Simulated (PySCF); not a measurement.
Molecule: SMILES C=C/C=C(/C#N)C(=C)C, C₈H₉N.

Bonds (- single, = double, # triple, : aromatic): C1=C2, C2-C3, C3=C4, C4-C5, C5#N6, C4-C7, C7=C8, C7-C9. C1 carries H10, H11; C2 carries H12; C3 carries H13; C8 carries H14, H15; C9 carries H16, H17, H18. Stereochemistry as in C=C/C=C(/C#N)C(=C)C. H10 is cis to C3; H14 is cis to C4; H11 is trans to C3; H15 is trans to C4.

Frames of a GFN2-xTB Langevin trajectory at 400 K; GIAO PBE0/pcSseg-1 shieldings in PySCF 2.14, gas phase, non-relativistic; equivalent atoms averaged within each frame.

Scale: ¹³C (σref 186.93), ¹H (σref 31.72) against TMS; ¹⁵N (σref 267.73) vs NH3 (reference shieldings calculated alike). The references are static minima.

Question: How do the shifts (ppm) fluctuate along the trajectory?

Answer: 
```tsv
time (fs)	C7	C3	C2	C1	C4	C8	C5	C9	N6	H13
250	157.8	148.1	142.1	138.3	136.0	127.1	123.7	32.0	309.6	7.35
425	147.1	141.8	140.7	133.9	131.4	126.7	134.6	19.9	357.3	6.29
625	139.3	159.0	143.8	136.3	130.5	124.9	135.8	23.3	372.0	6.39
800	151.5	164.0	134.8	127.3	140.5	131.7	134.5	27.9	340.9	8.75
1000	149.1	169.2	132.8	129.4	131.8	128.6	126.6	29.1	327.5	8.41
mean of frames	149.0	156.4	138.8	133.0	134.0	127.8	131.1	26.4	341.4	7.44
standard deviation	6.7	11.3	4.8	4.6	4.2	2.6	5.5	4.8	24.4	1.13
```

5 frames give an uncertainty of the mean of about the standard deviation over 2.2 at best, since frames this close in time may not be independent; classical motion lacks zero-point vibration, and the reference would need the same averaging.
